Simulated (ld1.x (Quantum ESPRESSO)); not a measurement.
**Configuration tests for cadmium (TM)**

Cd, norm-conserving Troullier–Martins (Kleinman–Bylander form), made with ld1.x (Quantum ESPRESSO) 7.5 (LDA (PZ), scalar-relativistic). Core [Ar] 3d10 4s2, reference 4p6 4d10 5s2 5p0. Waves: 5s (bound): rc 1.95 bohr; 4p (bound): rc 1.45 bohr; 4d (bound): rc 1.90 bohr. Local part: the d channel. Core correction: Bessel-smoothed model core inside 1.40 bohr.

Energies are relative to the spin-unpolarised reference configuration 4p6 4d10 5s2 5p0; without spin polarisation the order of configurations can differ from experiment. Spin-polarised rows fill each open shell by Hund’s rule, majority spin first.

(1) Give the all-electron excitation energy and the error of the potential for: 4p6 4d10 5s1 5p0; 4p6 4d10 5s0 5p0; 4p6 4d9 5s0 5p0; 4p6 4d10 5s1.5 5p0; 4p5 4d10 5s2 5p0; 4p6 4d10 5s0 5p1; 4p6 4d10 5s0 5p2; 4p6 4d10 5s1 5p0 (spin-polarised); 4p6 4d9 5s0 5p0 (spin-polarised).

Note: ghost state, extra bound levels that the all-electron valence spectrum of the same l lacks: s at -105.3 eV. A true bound ghost makes a file unfit for plane-wave use.

Answers

(1)

```json
{"valence configuration": "4p6 4d10 5s1 5p0", "charge": "+1", "ΔE all-electron (eV)": "9.628", "error AE − PS (meV)": "-4.7"}
{"valence configuration": "4p6 4d10 5s0 5p0", "charge": "+2", "ΔE all-electron (eV)": "27.148", "error AE − PS (meV)": "-28"}
{"valence configuration": "4p6 4d9 5s0 5p0", "charge": "+3", "ΔE all-electron (eV)": "65.404", "error AE − PS (meV)": "-4.3"}
{"valence configuration": "4p6 4d10 5s1.5 5p0", "charge": "+0.5", "ΔE all-electron (eV)": "3.876", "error AE − PS (meV)": "-1.4"}
{"valence configuration": "4p5 4d10 5s2 5p0", "charge": "+1", "ΔE all-electron (eV)": "74.225", "error AE − PS (meV)": "-227"}
{"valence configuration": "4p6 4d10 5s0 5p1", "charge": "+1", "ΔE all-electron (eV)": "15.535", "error AE − PS (meV)": "-82"}
{"valence configuration": "4p6 4d10 5s0 5p2", "charge": "0", "ΔE all-electron (eV)": "9.913", "error AE − PS (meV)": "-110"}
{"valence configuration": "4p6 4d10 5s1 5p0 (spin-polarised)", "charge": "+1", "ΔE all-electron (eV)": "9.439", "error AE − PS (meV)": "-4.5"}
{"valence configuration": "4p6 4d9 5s0 5p0 (spin-polarised)", "charge": "+3", "ΔE all-electron (eV)": "65.228", "error AE − PS (meV)": "+12"}
```
